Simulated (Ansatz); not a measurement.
Sr5S5⁻. Total charge -1; doublet. Geometry r2SCAN-D4/def2-SVP, that of the neutral singlet; atoms count from 1.

```xyz
10

Sr   -2.756   -0.672   -0.584
Sr    0.091    0.223    1.720
Sr    0.548   -2.803   -0.481
Sr    2.672    0.464   -1.017
Sr   -0.632    2.595   -1.119
S     1.610    2.517    0.442
S    -0.098   -0.242   -1.868
S     2.480   -1.463    0.913
S    -1.522   -2.300    1.232
S    -2.392    1.680    0.762
```

In the def2 sets Sr takes a core potential; there is no spin–orbit coupling. The highest occupied level of the charge -1 doublet lies above zero (up to 0.01 eV). By energy differences its removal costs 0.75 eV (vertical, to the charge 0 singlet, at PBE0-D4/def2-TZVPD); a positive level beside a positive removal energy at the same level points to self-interaction error. The structure comes from a short search, and lower isomers may exist.

Q: Estimate the Mulliken populations from the PBE0/def2-TZVPD orbitals of Ansatz.

A: 
| atom | charge (e) | spin (α − β) |
| --- | --- | --- |
| Sr1 | 1.51 | 0.15 |
| Sr2 | 1.06 | 0.49 |
| Sr3 | 1.51 | 0.15 |
| Sr4 | 1.51 | 0.15 |
| Sr5 | 1.51 | 0.15 |
| S6 | -1.62 | -0.01 |
| S7 | -1.60 | -0.04 |
| S8 | -1.62 | -0.01 |
| S9 | -1.62 | -0.01 |
| S10 | -1.62 | -0.01 |
Mulliken values and Mayer orders depend strongly on the basis. With diffuse functions, as here, like atoms can get unlike values, and bond orders can come out too low or too high.

Q: Where does the spin sit?

A: Summed by element: Sr 1.09, S -0.09, of 1 unpaired in all. Largest on single atoms: Sr2 0.49, Sr3 0.15, Sr5 0.15.
